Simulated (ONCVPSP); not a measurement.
# An all-electron radial function and its pseudo partner (Al)

Columns: radius, all-electron u(r) and pseudo u(r) of the 2s shell (level -108.17 eV) of aluminium in the configuration [He] 2s2 2p6 3s2 3p1; PBE, scalar-relativistic, ONCV scheme, ONCVPSP 4.0.1.

| r (bohr) | all-electron | pseudo |
| --- | --- | --- |
| 0.050 | -0.5848 | 0.1938 |
| 0.100 | -0.4742 | 0.3829 |
| 0.150 | -0.1179 | 0.5623 |
| 0.200 | 0.2802 | 0.7275 |
| 0.250 | 0.6331 | 0.8740 |
| 0.300 | 0.9090 | 0.9984 |
| 0.350 | 1.1055 | 1.0985 |
| 0.400 | 1.2289 | 1.1719 |
| 0.450 | 1.2931 | 1.2185 |
| 0.500 | 1.3099 | 1.2381 |
| 0.550 | 1.2917 | 1.2330 |
| 0.600 | 1.2485 | 1.2064 |
| 0.650 | 1.1879 | 1.1614 |
| 0.700 | 1.1165 | 1.1023 |
| 0.750 | 1.0391 | 1.0329 |
| 0.800 | 0.9593 | 0.9572 |
| 0.850 | 0.8797 | 0.8791 |
| 0.900 | 0.8021 | 0.8020 |
| 0.950 | 0.7279 | 0.7278 |
| 1.000 | 0.6578 | 0.6577 |
| 1.050 | 0.5924 | 0.5923 |
| 1.100 | 0.5319 | 0.5318 |
| 1.150 | 0.4762 | 0.4761 |
| 1.200 | 0.4254 | 0.4253 |
| 1.250 | 0.3791 | 0.3791 |
| 1.300 | 0.3373 | 0.3372 |

(1) How many radial nodes do the two functions have?

(2) At about which radius was the pseudo-wave matched?

(3) Is the pseudo-wave norm-conserving?

Results:

(1) The all-electron 2s function has n − l − 1 = 1; the pseudo-wave has 0, since the states of the same l below it are removed with the core.

(2) 1.00 bohr. The columns agree to 0.0005 from 0.90 bohr on; several derivatives are matched, so the curves merge somewhat inside the radius.

(3) Yes: the ONCV scheme keeps the norm inside the radius equal to the all-electron one, which fixes the energy derivative of the logarithmic derivative at the level.
